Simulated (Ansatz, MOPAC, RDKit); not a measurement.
System: Si2H5F, charge 0, multiplicity 1. SMILES: F[SiH2][SiH3]

Atoms: F1, Si2, Si3, H4, H5, H6, H7, H8. Bonds: F1-Si2, Si2-Si3, Si2-H4, Si2-H5, Si3-H6, Si3-H7, Si3-H8.

Bond lengths (Å) and angles (degrees) optimised at MMFF94 with RDKit; AM1 with MOPAC; HF/6-31G* with Ansatz (a quantum-chemistry and plane-wave program), each started from the B3LYP-D3(BJ)/def2-TZVP structure (Ansatz) of the last column. A row stands for all coordinates that are equal there; 7 of 12 kinds are shown. 6-31G* holds six Cartesian d functions. No wavenumbers were computed at MMFF94, so these may be saddle points.

```json
[
 {"coordinate": "F1-Si2", "MMFF94": "1.605", "AM1": "1.623", "HF/6-31G*": "1.603", "B3LYP-D3(BJ)/def2-TZVP": "1.614"},
 {"coordinate": "Si2-Si3", "MMFF94": "2.306", "AM1": "2.457", "HF/6-31G*": "2.348", "B3LYP-D3(BJ)/def2-TZVP": "2.347"},
 {"coordinate": "Si2-H4", "MMFF94": "1.489", "AM1": "1.463 to 1.468", "HF/6-31G*": "1.474 to 1.477", "B3LYP-D3(BJ)/def2-TZVP": "1.482"},
 {"coordinate": "Si3-H6", "MMFF94": "1.490", "AM1": "1.467", "HF/6-31G*": "1.479", "B3LYP-D3(BJ)/def2-TZVP": "1.484"},
 {"coordinate": "F1-Si2-Si3", "MMFF94": "111.0", "AM1": "118.2", "HF/6-31G*": "109.9", "B3LYP-D3(BJ)/def2-TZVP": "109.6"},
 {"coordinate": "F1-Si2-H4", "MMFF94": "108.3", "AM1": "110.3", "HF/6-31G*": "108.0", "B3LYP-D3(BJ)/def2-TZVP": "107.6"},
 {"coordinate": "Si3-Si2-H4", "MMFF94": "110.6", "AM1": "104.6", "HF/6-31G*": "111.1", "B3LYP-D3(BJ)/def2-TZVP": "111.5"}
]
```

A range marks coordinates that this level makes unequal.

Mean signed difference of all 7 bond lengths from B3LYP-D3(BJ)/def2-TZVP: MMFF94 -0.002 Å, AM1 0.005 Å, HF/6-31G* -0.006 Å.
